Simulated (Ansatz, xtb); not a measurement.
Relative energy of two isomers of C5H4FN

We compare X, `N#CC1=CC[C@@H]1F`, a singlet, with Y, `C=C/C(C#N)=C\F`, a singlet. Both are isolated molecules in the gas phase, relaxed with PBE-D3(BJ)/def2-SVP; the shapes shown needn't be the lowest conformers.

X (Å):

```tsv
atom	x (Å)	y (Å)	z (Å)
C	0.7279	-3.6372	0.9668
C	0.4694	-2.2453	0.9177
C	1.1161	-1.1271	1.3529
C	0.0493	-0.1667	0.8739
C	-0.6458	-1.4296	0.2647
F	-1.9284	-1.6792	0.6875
N	0.9150	-4.7976	0.9907
H	2.0952	-0.9778	1.8326
H	0.3578	0.6326	0.1673
H	-0.5634	0.2818	1.6831
H	-0.6275	-1.4655	-0.8473
```

Y (Å):

```xyz
11

C    -0.5383    0.2484    0.9243
C     0.4722   -0.6337    0.7750
C     0.3122   -2.0923    0.7856
C    -0.9903   -2.6658    0.9643
C     1.3588   -2.9534    0.6315
F     2.6025   -2.5099    0.4600
N    -2.0705   -3.1013    1.1128
H    -1.5786   -0.0853    1.0678
H    -0.3478    1.3313    0.9063
H     1.5058   -0.2819    0.6326
H     1.2744   -4.0517    0.6346
```

Problem. Which of the two would you expect CCSD(T)/def2-SVP + ΔMP2/def2-TZVPP electronic energies to favour?

Solution. Structure Y; the calculation gives E(Y) − E(X) = −8.5 kcal/mol.

Level by level:

| level | geometry | E(Y) − E(X) (kcal/mol) | departure from the last row (kcal/mol) | job, with rough time for the two |
| --- | --- | --- | --- | --- |
| GFN2-xTB | GFN2-xTB | +2.5 | +11.0 | optimisation, 0.12 s |
| HF/STO-3G | GFN2-xTB | +11.7 | +20.2 | single point, 0.4 s |
| r2SCAN-D4/def2-SVP | GFN2-xTB | −7.7 | +0.8 | single point, 5 s |
| PBE-D3(BJ)/def2-SVP | PBE-D3(BJ)/def2-SVP | −6.6 | +2.0 | optimisation, 24 s |
| HF/def2-SVP | PBE-D3(BJ)/def2-SVP | −8.8 | −0.3 | part of the CCSD(T) run |
| MP2/def2-SVP | PBE-D3(BJ)/def2-SVP | −6.5 | +2.0 | part of the CCSD(T) run |
| CCSD(T)/def2-SVP | PBE-D3(BJ)/def2-SVP | −8.6 | −0.1 | single point |
| CCSD(T)/def2-SVP + ΔMP2/def2-TZVPP | PBE-D3(BJ)/def2-SVP | −8.5 |  | single point, 71 s |

As drawn, Y has 1 C=C in place of 2 C–C. Structure X has a 4-membered ring, Y no ring.

GFN2-xTB, HF/STO-3G put the two in the other order. The largest departure from CCSD(T)/def2-SVP + ΔMP2/def2-TZVPP is that of HF/STO-3G, 20.2 kcal/mol. The last row adds to CCSD(T) the change of the MP2 difference between the two basis sets, here +0.1 kcal/mol.

With thermal terms from frequencies at re-optimised GFN2-xTB minima (ideal gas, soft modes damped towards free rotors, one conformer each, 298.15 K, 1 atm): the zero-point term adds −1.1 kcal/mol; ΔH is −9.1 and ΔG −10.3 kcal/mol.

The correlated steps freeze 7 core orbitals. Mirror images aren't counted in ΔG. Codes used: Ansatz 0.2.0, xtb 6.7.1; the last row on 2 threads of Arm Neoverse V1 on a shared host.
